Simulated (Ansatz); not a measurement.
Conformers of C7H14, SMILES `C=CCCCCC`, each relaxed with PBE0-D4/def2-TZVP in Ansatz. CBS adds the triple-zeta coupled-cluster correction to the MP2 limit.

Not all of them had a frequency check.

Conformer A:

```xyz
21

C    -1.767    2.250    1.464
C    -1.777    1.462    0.398
C    -1.844   -0.029    0.424
C    -0.656   -0.693   -0.270
C     0.666   -0.447    0.440
C     1.856   -1.154   -0.194
C     2.199   -0.659   -1.590
H    -1.810    1.840    2.469
H    -1.718    3.329    1.374
H    -1.727    1.916   -0.592
H    -2.766   -0.350   -0.077
H    -1.912   -0.375    1.461
H    -0.602   -0.333   -1.303
H    -0.838   -1.772   -0.332
H     0.568   -0.775    1.482
H     0.862    0.630    0.482
H     1.662   -2.233   -0.226
H     2.729   -1.025    0.454
H     2.387    0.419   -1.587
H     1.392   -0.850   -2.301
H     3.095   -1.150   -1.976
```

Conformer B:

Z-matrix (Å, degrees):
```
C
C 1 1.492
C 1 1.531 2 113.7
H 1 1.094 2 109.2 3 121.9
H 1 1.096 2 109.2 3 -122.1
C 2 1.326 1 124.9 3 -114.4
H 2 1.089 1 116.6 3 65.2
C 3 1.523 1 115.3 2 -58.3
H 3 1.096 1 108.3 2 179.3
H 3 1.095 1 108.4 2 64.2
H 6 1.084 2 121.7 1 179.6
H 6 1.086 2 121.3 1 -0.6
C 8 1.521 3 114.6 1 -59.8
H 8 1.096 3 108.4 1 178.6
H 8 1.096 3 109.9 1 63.6
C 13 1.519 8 112.6 3 -175.9
H 13 1.097 8 109.2 3 -53.8
H 13 1.095 8 110.0 3 62.0
H 16 1.094 13 111.0 8 -59.6
H 16 1.092 13 111.7 8 -179.8
H 16 1.094 13 111.1 8 59.9
```

Q: Which is lowest in electronic energy at CCSD(T)/CBS (frozen core, def2 sets), and by how much? (Best estimate.)

A: The calculation gave: A; B lies 1.5 kJ/mol higher. Gaps under about 2 kJ/mol don't settle the order.

Q: Give the energies relative to A (kJ/mol) with ωB97X-V/def2-TZVPP, ωB97M-V/def2-TZVPP, SCS-MP2/def2-TZVPP, CCSD(T)/def2-TZVPP, MP2/def2-QZVPP, HF/CBS(def2), MP2/CBS(def2). (An estimate is asked.)

A: The calculation gave: 
```
             level    B
ωB97X-V/def2-TZVPP  1.6
ωB97M-V/def2-TZVPP  1.6
SCS-MP2/def2-TZVPP  1.2
CCSD(T)/def2-TZVPP  1.1
    MP2/def2-QZVPP  1.3
      HF/CBS(def2)  1.7
     MP2/CBS(def2)  1.5
```
